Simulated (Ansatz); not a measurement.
Two isomers of C2H7GaO: A = `[CH3][GaH][CH2]O`, B = `CO[CH2][GaH2]`.

Isolated molecules relaxed with PBE0-D4/def2-TZVP in Ansatz; ΔE leaves out vibrations. CBS: MP2 limit from def2 TZ/QZ plus the TZ coupled-cluster correction, frozen cores. DFT in def2-TZVPP. B3LYP here is the variant with VWN-RPA as its local correlation; programs differ in this. For Ga outer-core shells are correlated without core-valence functions, which leaves a few kJ/mol of doubt a bond. Scalar relativity is left out up to krypton. One conformer a species, not always the lowest.

(1) Which is lower in electronic energy at CCSD(T)/CBS, and by how much? (An estimate is asked.)

(2) Give E(B) − E(A) in kcal/mol with LDA (SPW92), HF/def2-TZVPP, ωB97M-V, B3LYP, PBE0-D4, MP2/def2-TZVPP, CCSD/def2-TZVPP. (Best estimate.)

(3) Does the order hold for the free energy at 298.15 K (harmonic terms from PBE0-D4)? (Estimate.)

Largest T1 diagnostic: 0.012.

## Answers

(1) The calculation gave: A, by 18.4 kcal/mol.

(2) Ansatz gave: LDA (SPW92) 17.1, HF/def2-TZVPP 12.4, ωB97M-V 16.7, B3LYP 15.9, PBE0-D4 17.2, MP2/def2-TZVPP 18.5, CCSD/def2-TZVPP 16.7. None reverses the order clearly.

(3) Computed: Yes: G(B) − G(A) = +17.8 kcal/mol, for one conformer each. Modes under 60 cm⁻¹, often nearly free rotors, make the harmonic entropy too high.

At CCSD(T), def2-SVP lies −6.7 kcal/mol from the extrapolated value and def2-TZVPP −1.4 kcal/mol. From BLYP to BHLYP (50 % exact exchange), in def2-TZVPP and without D4, E(B) − E(A) moves by −1.1 kcal/mol.
